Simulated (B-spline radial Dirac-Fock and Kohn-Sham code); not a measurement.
**Ionisation of each subshell: Rh³⁺**

System: Rh³⁺, [Kr] 4d6; nuclear rms radius 4.4945 fm (A = 103).

These are calculated numbers from a radial atomic solver; the model is relaxed Dirac-Fock hole states (ΔSCF) with Breit and QED corrections and a finite nucleus. The model has no electron correlation. Energies are counted from the vacuum level.

All terms are in eV, carry their sign (relaxation lowers the binding energy) and add up to the binding energy; ⟨r⟩ is the mean radius of the orbital in the initial state.

```tsv
subshell	−ε (Koopmans)	relaxation	Breit	QED	binding energy	⟨r⟩ (bohr)
K (1s)	23396.5	-59.53	-45.32	-22.75	23268.9	0.033
L1 (2s)	3505.2	-30.51	-3.96	-2.71	3468.0	0.141
L2 (2p1/2)	3237.5	-33.61	-6.75	0.24	3197.4	0.120
L3 (2p3/2)	3092.1	-32.72	-4.46	-0.05	3054.9	0.125
M1 (3s)	692.3	-11.31	-0.51	-0.52	679.9	0.388
M2 (3p1/2)	586.2	-11.63	-0.94	0.05	573.6	0.381
M3 (3p3/2)	560.3	-11.27	-0.54	-0.01	548.5	0.392
M4 (3d3/2)	373.9	-12.53	-0.23	0.05	361.2	0.367
M5 (3d5/2)	368.9	-12.34	-0.06	0.03	?	0.371
N1 (4s)	137.5	-2.56	-0.07	-0.09	134.7	0.979
N2 (4p1/2)	102.2	-2.25	-0.13	0.01	99.86	1.051
N3 (4p3/2)	98.02	-2.11	-0.06	0.00	95.85	1.078
N4,5 (4d)	46.59	-1.27	0.01	0.00	45.34	1.368
```

Question: Which binding energy belongs in the row of M5 (3d5/2)?

Answer: 356.5 eV, the sum of the terms in that row (to rounding).

For the deepest level, K (1s), the Breit terms make up -0.195 % of the binding energy, QED -0.098 % and orbital relaxation -0.256 %.

Spin-orbit splittings: 2p 142.5 eV, 3p 25.17 eV, 3d 4.70 eV, 4p 4.02 eV.

Going to the tabulated ground configuration of the next ion removes an electron from N4,5 (4d), computed at 45.34 eV. NIST lists 42 ± 1.7 eV as the ionisation energy of this species (theoretical), -3.34 eV from the computed value. Where a p, d or f shell is open in either ion the computed value averages over both j values and all terms, while the table refers to the lowest levels; that difference holds spin-orbit splitting (largest in heavy or highly charged ions), term energies where several electrons share open shells, and correlation, and it can reach 10 % or more.
